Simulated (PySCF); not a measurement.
Pb(I)2 anion (I2Pb), SMILES [I][Pb][I] (connectivity only; charge and spin as stated), charge -1, multiplicity 2.

Geometry: r2SCAN-D4/def2-SVPD. The multiplicity is an assumed one; other spin states were not compared. The isomer is the one that the SMILES or the coordinates give; other isomers of the formula were not compared. The def2 effective core potentials stand for the cores of I, Pb; spin–orbit coupling is left out.

Calculation: CAM-B3LYP/def2-TZVPD (PySCF).

Computed frontier levels, dipole moment and polarisability:
| Property | Value |
|---|---|
| α spin, highest occupied and lowest empty level | -1.66 and 2.69 eV |
| β spin, highest occupied and lowest empty level | -4.01 and 2.63 eV |
| dipole moment about the centre of nuclear charge | 3.73 D |
| mean static polarisability | 164.4 bohr³ (24.36 Å³) |
| polarisability, principal values | 137.8, 152.7, 202.6 bohr³ |
| ⟨S²⟩ | 0.753 (pure state 0.75) |
